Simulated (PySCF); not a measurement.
2-bromofuran (C4H3BrO), SMILES o1cccc1Br.

The structure is a stationary point at ωB97X-D3(BJ)/def2-SVP.

Method: HF/def2-TZVP run with PySCF.

Symmetry labels are those of the subgroup Cs that the program uses (full group Cs).

Computed valence orbital energies around the gap with their symmetry:
```tsv
orbital	symmetry	energy (eV)
HOMO−7	A'	-16.63
HOMO−6	A'	-15.82
HOMO−5	A'	-15.67
HOMO−4	A'	-14.66
HOMO−3	A"	-12.53
HOMO−2	A'	-11.75
HOMO−1	A"	-11.14
HOMO	A"	-8.69
LUMO	A"	3.55
LUMO+1	A'	4.04
LUMO+2	A'	4.67
LUMO+3	A'	4.94
```
